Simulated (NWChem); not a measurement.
Species: formamidinium (CH$_{5}$N$_{2}$ cation); SMILES NC=[NH2+]

```xyz
8

N     -1.1744     0.0000     0.1820
C      0.0000     0.0000    -0.4179
N      1.1744     0.0000     0.1820
H     -1.2857     0.0000     1.2019
H     -2.0327     0.0000    -0.3766
H      0.0000     0.0000    -1.5215
H      1.2857     0.0000     1.2019
H      2.0327     0.0000    -0.3766
```
Atoms are numbered in this order, from 1.

Results from NWChem. Pople sets run with spherical d functions. The geometry was optimised at PBE-D3(BJ)/def2-SVP. GIAO values for the isolated, static molecule; σ is the absolute isotropic shielding.

```tsv
level	basis functions	σ N1 (ppm)	σ C2 (ppm)	σ H4 (ppm)	σ H5 (ppm)	σ H6 (ppm)
B3LYP/6-31G*	52	151.3	44.1	26.28	25.88	24.35
B3LYP/6-311G**	84	136.2	21.6	25.59	25.29	24.02
B3LYP/def2-SVP	67	149.5	39.2	25.34	25.04	24.08
B3LYP/def2-TZVP	123	135.0	19.7	25.49	25.15	23.79
B3LYP/IGLO-II	96	133.4	19.7	25.63	25.30	24.18
B3LYP/IGLO-III	155	129.3	12.6	25.26	24.91	23.66
B3LYP/pcSseg-2	178	128.7	11.4	24.95	24.59	23.51
```
